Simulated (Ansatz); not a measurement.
Constitutional and geometric isomers with formula C2H3BO. Isolated molecules, 0 K electronic values unless said otherwise. One relaxed conformer stands for each flexible species; it need not be the lowest. Strings in code marks are SMILES.

Quantity: vertical ionisation energy (energy after one electron is removed minus that of the parent at the parent's geometry), in eV.

Case: `OB1C=C1` (H–O–B–C torsion 180°). Geometry of `C1B(O)C=1` (neutral, multiplicity 1, Å):

```xyz
7

O      1.7307    -0.6638    -0.3541
B      0.4617    -0.2439    -0.0916
C     -0.9502    -0.5462     0.2342
C     -0.6106     0.7657     0.1017
H      2.3388     0.0749    -0.5210
H     -1.8526    -1.1158     0.4588
H     -1.1177     1.7290     0.1720
```

**Question.** Predict the vertical ionisation energy (energy after one electron is removed minus that of the parent at the parent's geometry) from frozen-core CCSD(T)/cc-pVTZ // PBE-D3(BJ)/def2-TZVP (Ansatz, an electronic-structure program).

**Answer.** 10.18 eV.
